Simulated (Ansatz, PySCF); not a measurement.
HfCl₃, SMILES [Cl][Hf+]([Cl])[Cl], charge +1, multiplicity 1.

The structure is a stationary point at B3LYP-D3(BJ)/def2-SVP. The spin state was assumed, not searched. The isomer is the one that the SMILES or the coordinates give; other isomers of the formula were not compared. The def2 effective core potentials stand for the cores of Hf; spin–orbit coupling is left out.

Vertical ionisation energy (IE) and electron affinity (EA) in eV. Rows of orbital energies are one-electron estimates. Where ΔSCF, EOM or ADC give a negative EA the extra electron is unbound and the value depends on the basis.

```
level                                                                        IE    EA
------------------------------------------------------------------------  -----  ----
−ε(HOMO), −ε(LUMO), PBE0/def2-TZVPD (PySCF)                               14.49  8.97
−ε(HOMO), −ε(LUMO), PBE/def2-TZVPD (PySCF)                                13.16  9.71
ΔSCF, CAM-B3LYP/def2-SVPD (Ansatz), final states of multiplicity 2 and 2  16.88  7.63
ΔSCF, PBE/def2-SVPD (Ansatz), final states of multiplicity 2 and 2        16.15  7.28
```

Task: What vertical singlet–triplet gap does ΔSCF give with CAM-B3LYP/def2-SVPD (Ansatz, a quantum-chemistry and plane-wave program) and with PBE/def2-SVPD (Ansatz)? (Estimate from the structure and the level; the computed values follow.)

Result: 4.17 and 3.76 eV (triplet above singlet where positive).
